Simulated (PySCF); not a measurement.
```xyz
4
charge 0 multiplicity 1, angstrom
P     0.0000    0.0000   -0.4984
I     0.0000    0.0000    1.8968
I     2.5844    0.0000   -0.8876
I    -2.5844    0.0000   -0.8876
```

Method: PBE0 in PySCF with P def2-TZVP, I def2-TZVP with ECP28; scalar-relativistic core potentials, no spin–orbit coupling; density-fitted integrals.

This geometry of PI₃ is a stationary point at this level.

(1) What is the point group?

(2) Is it a minimum?

(3) What are the dipole moment and the gap between the highest occupied and lowest empty levels?

(4) Give the atomic charges and bond orders.

## Answers

(1) C2v.

(2) No: it has 1 imaginary mode, at 264i cm⁻¹ (b1).

(3) 1.64 D and 1.62 eV.

(4) 
```csv
atom,Mulliken,Löwdin,polar tensor,Mayer order to P1
P1,0.27,0.01,1.62,–
I2,0.11,0.18,-0.29,1.34
"I3,4",-0.19,-0.09,-0.67,1.02
```

Other isomers or separated fragments may lie lower. At this level a singlet minimum of C3v symmetry lies 167 kJ/mol below this structure.
